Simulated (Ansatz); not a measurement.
`[SiH3][C@H]1[O][Ge@@H]1[Cl]` + `N[SiH2][SeH]` → `[SiH3]N[SiH2][SeH]` + `[Cl][GeH]1[CH2][O]1`  (ligand exchange at the Si–C bond)

Calculated with Ansatz (gas phase, PBE0-D4/def2-TZVP geometries, no zero-point term in ΔE). CCSD(T)/CBS adds triple-zeta CCSD(T) − MP2 to the extrapolated MP2 energy (def2 sets, frozen cores). Functionals use def2-TZVPP. B3LYP here is the variant with VWN-RPA as its local correlation; programs differ in this. For Ge, Se outer-core shells are correlated without core-valence functions, which leaves a few kJ/mol of doubt a bond. Scalar relativity is left out up to krypton. Each species was taken in one conformer, which may not be the lowest.

```csv
level,ΔE (kJ/mol)
B3LYP,-53.0
HF/def2-TZVPP,-65.2
```

Q: What does CCSD(T)/CBS give? (An estimate is asked.)

A: Computed: -53.5 kJ/mol. The listed levels differ from it by 0.5, -11.7 kJ/mol.

Largest T1 diagnostic among the species: 0.013.

In def2-TZVPP, CCSD(T) changes the Hartree–Fock value by +10.3 kJ/mol (the triples alone add +2.0 kJ/mol) and MP2 by +9.5 kJ/mol. From PBE to PBE0 (25 % exact exchange), in def2-TZVPP and without D4, ΔE moves by −5.0 kJ/mol.
